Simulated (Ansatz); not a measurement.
Ge(CF3)H3 (CH₃F₃Ge), relaxed as a singlet with RKS PBE-D4/def2-SVP in Ansatz, starting from the GFN2-xTB geometry. Force threshold 0.02 eV/Å.

Another isomer (singlet) lies 3.98 eV lower at PBE0-D4/def2-TZVP; other spin states weren't run for this one.

Start:

```xyz
8

C     0.902   -0.251    0.248
F     1.829    0.443   -0.436
F     1.150   -1.553    0.014
F     1.151   -0.042    1.552
Ge   -0.957    0.267   -0.262
H    -1.876   -0.634    0.484
H    -1.066    0.079   -1.734
H    -1.133    1.691    0.132
```

**Question.** Estimate the energy that the relaxation releases and the steps that it takes.

**Answer.** 2.5 kcal/mol, in 4 steps; 6.5 s on 2 threads of Arm Neoverse V2 on a shared host. No frequencies were taken in this run, so the end may be a saddle point.

**Question.** Does the start keep its bonding and symmetry?

**Answer.** By distances, no bond broke or formed. The bond that changes most is Ge5–H7, from 1.49 to 1.55 Å (atoms count from 1). Point group C3 at the start, C3 at the end, both within 0.05 Å.

**Question.** Predict the relaxed structure.

**Answer.** 
```xyz
8

C     0.927   -0.258    0.254
F     1.848    0.462   -0.434
F     1.163   -1.570    0.000
F     1.154   -0.053    1.576
Ge   -0.945    0.263   -0.259
H    -1.917   -0.654    0.516
H    -1.086    0.065   -1.785
H    -1.144    1.745    0.132
```
Bond lengths: 3 × C–F 1.36 Å; 1 × C–Ge 2.01 Å; 3 × Ge–H 1.55 Å.
